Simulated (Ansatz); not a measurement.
Ideal-gas functions of ClH$_{3}$MoN$_{2}$O, SMILES `[NH]=[Mo](=[NH])([OH])[Cl]` at 400 K and 1 bar, from an Ansatz frequency run at PBE0-D4/def2-TZVP.

Molar mass 178.43 g/mol, point group C1 (symmetry number 1), electronic degeneracy 1, moments of inertia 138.852, 254.439, 266.734 u Å². Harmonic wavenumbers (cm⁻¹, unscaled): 152, 191, 233, 258, 288, 321, 388, 414, 554, 619, 698, 728, 757, 1007, 1042, 3609, 3621, 3887.

Use S(trans) = R[1.5 ln M + 2.5 ln T − 1.1517]; rotational temperatures θ = 24.2544 K / I; S(rot) = R[ln(√π/σ · √(T³/θAθBθC)) + 1.5]; for each mode x = 1.438777 ν̃/T, S = R[x/(eˣ − 1) − ln(1 − e⁻ˣ)] and H = RT x/(eˣ − 1); 1 cm⁻¹ = 0.0119627 kJ/mol; R = 8.31446 J/(mol·K).

Q: By hand: the entropy, in J/(mol·K).

A: Translation 179.6. Rotation: θ = 0.1747, 0.0953, 0.0909 K, giving 118.9. Vibration, mode by mode: 13.44, 11.60, 10.02, 9.23, 8.38, 7.57, 6.19, 5.73, 3.83, 3.19, 2.55, 2.34, 2.16, 1.05, 0.95, 0.00, 0.00, 0.00, in all 88.2. Electronic 0.0. Sum 386.7 J/(mol·K).

Q: By hand: H − E and G − E in kJ/mol, counted from the electronic energy.

A: Zero-point energy ½ × 18767 × 0.0119627 = 112.3; thermal vibration 20.2; translation, rotation and pV give 4 RT = 13.3. H − E = 145.8 kJ/mol, and G − E = 145.8 − 400 × 386.7/1000 = -8.9 kJ/mol.

Vibration gives 23 % of the entropy. The sum counts one conformer and one mirror image; others add a mixing term.
